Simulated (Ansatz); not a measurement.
ClH5InNSi, SMILES `N[SiH](Cl)[InH2]`. Charge 0, multiplicity 1. In: def2 effective core potential.

```xyz
9

N     0.5207    1.0914    1.2374
Si    0.2453   -0.4647    0.5848
Cl   -1.3942   -1.4745    1.4294
In   -0.3627   -0.3402   -1.9070
H     0.8932    1.1961    2.1689
H    -0.0919    1.8562    1.0031
H     1.4128   -1.2883    0.9864
H    -1.3198    0.9873   -2.4695
H     0.0966   -1.5633   -3.0334
```

Problem. List the harmonic frequencies (cm⁻¹, unscaled) at PBE0-D4/def2-TZVP in Ansatz. (Estimate.)

Solution. Ansatz gave: 64, 104, 130, 216, 287, 310, 362, 442, 487, 502, 605, 689, 804, 873, 916, 1584, 1793, 1811, 2224, 3589, 3686.

Problem. Is this a minimum?

Solution. Yes, all 21 modes are real.

Problem. Give the ideal-gas thermochemistry at 298.15 K and 1 bar (rigid rotor, harmonic oscillator; point group C1, symmetry number 1).

Solution. Zero-point energy 128.5 kJ/mol; H(298) − E = 151.9 kJ/mol; entropy 379.8 J/(mol·K), of which translation 174.8, rotation 121.2, vibration 83.8; G(298) − E = 38.6 kJ/mol. Modes under 100 cm⁻¹ are hindered rotations or soft bends, so the harmonic entropy is rough.
